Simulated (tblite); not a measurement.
C8H10 (charge +1 and doublet state).
Structure used (GFN2-xTB), in Å, numbered top down from 1:
```
atom  x, y, z in Å
C1    -1.3011   -1.7679    1.7141
C2    -0.8007   -1.1226    0.8282
C3    -0.2057   -0.3521   -0.2575
C4    -0.7546   -0.8278   -1.6055
C5     1.2933   -0.3861   -0.2807
C6     2.0955    0.6673   -0.2686
C7    -0.7736    0.9680    0.2292
C8    -0.1808    1.7662    1.1160
H9    -1.6975   -2.3969    2.4612
H10   -0.4535   -0.1346   -2.3882
H11   -1.8396   -0.8959   -1.5757
H12   -0.3639   -1.8123   -1.8527
H13    1.7012   -1.3855   -0.3817
H14    1.7186    1.6804   -0.3458
H15    3.1681    0.5715   -0.2197
H16   -1.7400    1.2116   -0.1953
H17   -0.5352    2.7711    1.2931
H18    0.6607    1.4520    1.7180
```

All values are computed: GFN2-xTB (tblite) harmonic vibrations without scaling, gas phase. Against measured fundamentals such values can be off by several per cent, at times by over 20. One conformer, not necessarily the lowest. Open shells enter through the occupations alone, without spin polarisation, and single modes of such species can be off by tens of per cent.

Harmonic wavenumbers (cm⁻¹): 70.2, 111.3, 160.1, 186.9, 203.7, 221.9, 280.7, 320.3, 363.7, 390.5, 431.8, 539.5, 555.6, 647.4, 653.0, 676.3, 718.9, 858.1, 871.0, 891.9, 919.7, 934.7, 969.6, 979.6, 1003.2, 1068.0, 1106.9, 1164.0, 1217.5, 1223.0, 1330.0, 1350.2, 1394.5, 1444.6, 1462.9, 1526.5, 1594.4, 2168.3, 3021.0, 3035.9, 3038.3, 3043.4, 3049.8, 3054.2, 3060.3, 3085.9, 3106.9, 3336.1.

A = 2546, B = 1854, C = 1556 MHz; mass 106.078 u (most abundant isotopes); point group C1, symmetry number 1; spin multiplicity 2.

Question: Zero-point energy?

Answer: Half the sum of the wavenumbers: 31421 cm⁻¹ = 375.88 kJ/mol.

Question: Give the ideal-gas entropy at 400 K and 1 bar in the rigid-rotor, harmonic-oscillator model (classical rotation).

Answer: Translation 173.13, rotation 121.54, vibration 151.45, spin (R ln 2) 5.76: S = 451.9 J/(mol K).

Question: And Cp and H(400 K) − H(0)?

Answer: Cp = 200.20 J/(mol K), of which vibrations give 166.94 (their classical limit is 48 R = 399.1); H(400 K) − H(0) = 46.75 kJ/mol without the zero-point energy, 33.44 from vibrations.

Question: Blend soft modes into free rotors: weight 1/[1 + (100 cm⁻¹/ν̃)⁴] for the oscillator and the rest for a rotor with moment μB/(μ + B), μ = h/(8π²ν), B = 10⁻⁴⁴ kg m². What vibrational entropy results?

Answer: 145.67 J/(mol K) in place of 151.45, which changes −T·S at 400 K by +2.31 kJ/mol.

Question: How do the functions run with temperature in this model?

Answer: 
```json
{"T (K)": "50", "S (J/(mol K))": "237.5", "Cp (J/(mol K))": "47.6", "H − H(0) (kJ/mol)": "1.89", "G − H(0) (kJ/mol)": "-9.99", "ln q(vib)": "0.20"}
{"T (K)": "100", "S (J/(mol K))": "278.6", "Cp (J/(mol K))": "73.5", "H − H(0) (kJ/mol)": "4.93", "G − H(0) (kJ/mol)": "-22.93", "ln q(vib)": "0.99"}
{"T (K)": "298.15", "S (J/(mol K))": "399.0", "Cp (J/(mol K))": "160.8", "H − H(0) (kJ/mol)": "28.30", "G − H(0) (kJ/mol)": "-90.64", "ln q(vib)": "5.61"}
{"T (K)": "373.15", "S (J/(mol K))": "438.3", "Cp (J/(mol K))": "190.5", "H − H(0) (kJ/mol)": "41.50", "G − H(0) (kJ/mol)": "-122.06", "ln q(vib)": "7.48"}
{"T (K)": "500", "S (J/(mol K))": "500.1", "Cp (J/(mol K))": "232.0", "H − H(0) (kJ/mol)": "68.41", "G − H(0) (kJ/mol)": "-181.64", "ln q(vib)": "10.67"}
{"T (K)": "750", "S (J/(mol K))": "605.7", "Cp (J/(mol K))": "288.4", "H − H(0) (kJ/mol)": "134.01", "G − H(0) (kJ/mol)": "-320.28", "ln q(vib)": "16.71"}
{"T (K)": "1000", "S (J/(mol K))": "694.1", "Cp (J/(mol K))": "325.6", "H − H(0) (kJ/mol)": "211.05", "G − H(0) (kJ/mol)": "-483.07", "ln q(vib)": "22.30"}
```

q(vib) and H(0) count from the zero-point level.

Question: What must be added to the electronic energy to get the Gibbs energy at 400 K and 1 bar?

Answer: ZPE + [H(400 K) − H(0)] − T·S = 375.88 + 46.75 − 180.75 = 241.88 kJ/mol.

Hindered rotation and anharmonicity are outside this model. Other conformers, if any are populated, would add a mixing term that is left out. The structure is chiral; the term R ln 2 for an equal mix with its mirror image is left out.

The run took 0.49 s of wall time on an Arm Neoverse V2 with one thread, shared host. This covers the Hessian and the dipole derivatives.
